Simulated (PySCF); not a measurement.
## Bond curve of NaSb

Set-up: basis Na def2-SVP, Sb def2-SVP with ECP28; scalar-relativistic core potentials; PySCF 2.14. Energies in eV from Na + Sb in their ground configurations at the same level. State: ³Σ⁻ (triplet), unpaired electrons π ↑↑.

All columns are r²SCAN. A positive dipole means Na(−)Sb(+).

```csv
R (Å),E (eV),μ (D),Mulliken charge on Na (basis-dependent),HOMO (eV),LUMO (eV),Mayer bond order,⟨S²⟩
2.527,-0.862,-6.16,0.49,-3.80,-2.51,0.88,2.02
2.645,-1.071,-6.39,0.45,-3.79,-2.43,0.91,2.02
2.763,-1.187,-6.59,0.41,-3.77,-2.36,0.94,2.03
2.851,-1.229,-6.72,0.38,-3.75,-2.31,0.95,2.04
2.939,-1.243,-6.83,0.36,-3.73,-2.26,0.95,2.04
3.027,-1.236,-6.92,0.35,-3.71,-2.22,0.94,2.05
3.145,-1.200,-7.00,0.33,-3.69,-2.18,0.93,2.07
3.292,-1.128,-7.06,0.32,-3.66,-2.13,0.90,2.10
3.468,-1.019,-7.04,0.30,-3.63,-2.22,0.85,2.15
3.703,-0.860,-6.88,0.28,-3.60,-2.35,0.77,2.23
```

A fit through these points gives, at Re = 2.948 Å, μ = -6.84 D and dμ/dR = -1.11 D/Å; the reduced mass is 19.32 u.

Task: How strong is the fundamental in the double-harmonic approximation, I = 42.26·(dμ/dR)²/μred km/mol?

Result: I = 42.26·(-1.11)²/19.32 = 2.70 km/mol at r²SCAN.

⟨S²⟩ of the unrestricted solution departs from its pure value on part of the curve, where spin states mix. These are scalar-relativistic numbers at best; spin–orbit coupling would shift them, the dissociation energy most. The state was picked by a PBE0 search and need not be the measured ground state.
